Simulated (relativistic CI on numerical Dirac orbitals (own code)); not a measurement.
**Ta⁵⁺: O2,3 absorption edge**

Computed with this model: Dirac-Coulomb-Breit CI, separate exchange-only KLI orbitals for each configuration, QED by a radiative potential, valence Slater integrals scaled by 0.8, multiplet model of core-to-valence dipole absorption; configurations [Xe] 4f14 → [Kr] 4d10 4f14 5s2 5p5 5d; 300 K; Lorentzian 1.5 eV and Gaussian 0.3 eV FWHM. Energies are those of the free ion, without screening or charge transfer. The branching ratio is the share of the lower-energy edge in the whole absorption, uncertain by about 0.02 where the edges overlap. S is read from ⟨S²⟩ = S(S + 1).

Field parameters in Wybourne normalisation: Oh B⁴₀ = 21Dq, B⁴₄ = √(5/14) B⁴₀. The field is a parameter set, without covalency.

free ion: ground-state S = 0.00, centroid 49.90 eV. Peaks (eV, height): 42.5 (31), 52.2 (100).

Oh, 10Dq = 22550 cm⁻¹: ground-state S = 0.00, centroid 49.90 eV. Peaks (eV, height): 39.2 (6), 42.8 (28), 48.2 (17), 52.5 (100).

Oh, 10Dq = 35100 cm⁻¹: ground-state S = 0.00, centroid 49.90 eV. Peaks (eV, height): 38.8 (11), 43.2 (22), 48.2 (34), 53.2 (100).

Strongest unbroadened transitions for Oh, 10Dq = 35100 cm⁻¹:

```tsv
Energy (eV)	Relative strength
35.03	0.2
36.18	0.7
38.67	9.9
39.86	1.1
43.25	20.6
48.16	31.5
53.15	100.0
```
